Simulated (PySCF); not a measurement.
SbCl₂, SMILES [Cl][Sb+][Cl] (connectivity only; charge and spin as stated), charge +1, multiplicity 1.

Geometry: PBE0-D3(BJ)/def2-TZVP. The spin state was assumed, not searched. The isomer is the one that the SMILES or the coordinates give; other isomers of the formula were not compared. The def2 effective core potentials stand for the cores of Sb; spin–orbit coupling is left out.

All values below come from PBE/def2-TZVPD run with PySCF.

The molecule is in vacuum.

Question: Estimate the frontier levels, gap, dipole moment and polarisability. (The exact figures need the calculation; the answer reports its results.)

Answer: 
```json
{
  "highest_occupied_level": "-13.68 eV",
  "lowest_empty_level": "-10.85 eV",
  "orbital_gap": "2.83 eV",
  "dipole_moment_about_the_centre_of_nuclear_charge": "1.87 D",
  "mean_static_polarisability": "59.1 bohr³ (8.76 Å³)",
  "polarisability_principal_values": "40.5, 57.3, 79.5 bohr³"
}
```
